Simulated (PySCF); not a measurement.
## Electron correlation in Be⁺ (beryllium, charge +1)

[He] 2p1, 2P determinant (an excited configuration). All numbers are calculated (PySCF 2.14, the non-relativistic Hamiltonian (point nucleus), in aug-cc-pCVDZ). Frozen: nothing; 3 electrons correlated.

MP2 pair energies summed by pair of shells (mhartree):

```json
{"pair": "1s-1s", "energy": "-29.80", "share (%)": "96.4"}
{"pair": "1s-2p", "energy": "-1.12", "share (%)": "3.6"}
```

Total MP2 correlation energy: -30.91 mhartree.

Same-spin part -0.61 and opposite-spin part -30.30 mhartree; SCS-MP2 scales them by 1/3 and 6/5 to -36.57 mhartree.
